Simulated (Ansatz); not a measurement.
One change: `O[Si]O` becomes `O[Si]O[SiH3]`.

Ansatz, PBE0-D4/def2-TZVP geometries, multiplicity 1. Each molecule was computed in one conformer, which needn't be the lowest.

| property | `O[Si]O` |
| --- | --- |
| HOMO energy (PBE0/def2-TZVPP) / eV | -7.10 |
| size of the dipole moment (ωB97M-V/def2-TZVPP) / D | 1.78 |
| zero-point energy (PBE0-D4/def2-TZVP) / kJ/mol | 74.1 |
| vertical ionisation energy (CCSD(T)/CBS(def2)) / eV | 9.80 |
| size of the dipole moment (B3LYP/def2-TZVPP) / D | 1.80 |
| LUMO energy (ωB97M-V/def2-TZVPP) / eV | 0.92 |

**Question.** Give the same properties after the change, and the shifts. (Best estimate.)

**Answer.** Ansatz gave: 
```tsv
property	`O[Si]O[SiH3]`	shift
HOMO energy (PBE0/def2-TZVPP) / eV	-7.20	-0.10
size of the dipole moment (ωB97M-V/def2-TZVPP) / D	1.47	-0.31
zero-point energy (PBE0-D4/def2-TZVP) / kJ/mol	115.3	41.2
vertical ionisation energy (CCSD(T)/CBS(def2)) / eV	9.68	-0.12
size of the dipole moment (B3LYP/def2-TZVPP) / D	1.51	-0.29
LUMO energy (ωB97M-V/def2-TZVPP) / eV	0.73	-0.19
```

With PBE0 the HOMO falls by 0.10 eV and the LUMO falls by 0.17 eV, so the gap narrows by about 0.07 eV. PBE moves the HOMO by -0.13 eV and ωB97M-V by -0.11 eV. The zero-point energy changes by 41.2 kJ/mol with +9 modes. Dipoles are sizes alone; their direction can turn.

B3LYP here is the variant with VWN-RPA as its local correlation; programs differ in this.
